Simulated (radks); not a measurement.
Gd III, configuration [Kr] 4d10 4f8 5s1 5p6 5d1 (not the ground configuration).

Method: scalar-relativistic Kohn-Sham, BLYP, spin-polarised, spherical densities, finite nucleus; open shells are filled with parallel spins first (spin-orbit coupling, left out, can overturn this in heavy ions); Fermi nuclear charge, rms radius 5.1569 fm; computed with a radial shooting solver on a logarithmic mesh with Libxc functionals.

Energy parts (Ry):
part                       energy
total                 -22538.3388
kinetic                24198.1808
electron-nucleus      -54926.8377
Hartree                 8689.3899
exchange-correlation    -499.0718

Orbitals (lengths in bohr, moments of r in powers of bohr; r(max) is where P^2 peaks; r(90%) holds 90 % of the orbital's charge):
orbital,occ.,eigenvalue (Ry),r(max),<r>,r(90%)
1s up,1,-3683.178,0.01392,0.02191,0.0396
1s down,1,-3683.171,0.01392,0.02191,0.0396
2s up,1,-608.7658,0.07900,0.09328,0.144
2s down,1,-608.7553,0.07900,0.09328,0.144
2p up,3,-541.9084,0.06394,0.08236,0.134
2p down,3,-541.8993,0.06394,0.08235,0.134
3s up,1,-135.4913,0.2243,0.2445,0.358
3s down,1,-135.3294,0.2242,0.2443,0.358
3p up,3,-114.7746,0.2201,0.2431,0.364
3p down,3,-114.6132,0.2200,0.2429,0.363
3d up,5,-87.39109,0.1800,0.2212,0.345
3d down,5,-87.26483,0.1799,0.2210,0.344
4s up,1,-27.99640,0.5159,0.5538,0.796
4s down,1,-27.61186,0.5158,0.5537,0.795
4p up,3,-21.17944,0.5385,0.5866,0.853
4p down,3,-20.79743,0.5384,0.5865,0.853
4d up,5,-11.74939,0.5598,0.6389,0.961
4d down,5,-11.36855,0.5596,0.6392,0.961
4f up,7,-1.59099,0.5726,0.8857,1.53
4f down,1,-1.23626,0.5745,0.9290,1.64
5s up,1,-4.71737,1.198,1.333,1.92
5s down,0,-4.43670,1.207,1.351,1.95
5p up,3,-3.06217,1.356,1.552,2.27
5p down,3,-2.83101,1.375,1.588,2.33
5d up,1,-1.15908,1.879,2.345,3.60
5d down,0,-1.04053,1.977,2.503,3.87
6s up,0,-1.13487,3.033,3.351,4.79
6s down,0,-1.08151,3.132,3.455,4.93
6p up,0,-0.80668,3.688,4.087,5.87
6p down,0,-0.77148,3.812,4.208,6.03

The highest occupied level is 5d up at -15.770 eV. The configuration is held as typed, so some empty levels lie below it. The spin density at the nucleus is 295.6 e/bohr^3 (1s 0.9, 2s -0.6, 3s -12.9, 4s 2.0, 5s 306.1). Summed over all electrons, <r^2> = 42.56 bohr^2, which gives a Langevin (diamagnetic) susceptibility term of -33.7 x 10^-6 cm^3/mol. Spin moment in Bohr magnetons: 8. The electron density at the nucleus is 6.582e+05 e/bohr^3 (large components only). The density falls to 0.001 e/bohr^3 at r = 3.73 bohr.
